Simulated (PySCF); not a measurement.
```xyz
4
charge 1 multiplicity 4, angstrom
Re    0.0000   -0.0081   -0.0112
H     0.0005   -0.6161    1.5015
H     1.1956    1.0601    0.2841
H    -1.1961    1.0595    0.2846
```

These are results of PySCF, UPBE0, basis Re def2-TZVP with ECP60, H def2-TZVP (scalar-relativistic core potentials, no spin–orbit coupling, density fitting), not measurements.

This geometry of ReH₃⁺ is a stationary point at this level.

**Question.** What is the point group?

**Answer.** C3v.

**Question.** Is it a minimum?

**Answer.** Yes: all harmonic wavenumbers are real.

**Question.** Which band is strongest in the infrared?

**Answer.** 209 cm⁻¹ (a1), 29 km/mol.

**Question.** What are the dipole moment and the gap between the highest occupied and lowest empty levels of either spin?

**Answer.** 1.69 D about the centre of mass and 5.76 eV.

**Question.** Give the atomic charges and bond orders.

**Answer.** 
| atom | Mulliken | Löwdin | polar tensor | spin (Mulliken) | Mayer order to Re1 |
| --- | --- | --- | --- | --- | --- |
| Re1 | 0.67 | 0.88 | 1.18 | 3.40 | – |
| H2,3,4 | 0.11 | 0.04 | -0.06 | -0.13 | 0.97 |

Other isomers or separated fragments may lie lower. With open d or f shells other occupations or spin states may lie lower. No spin–orbit coupling is included, which matters more the heavier the element.
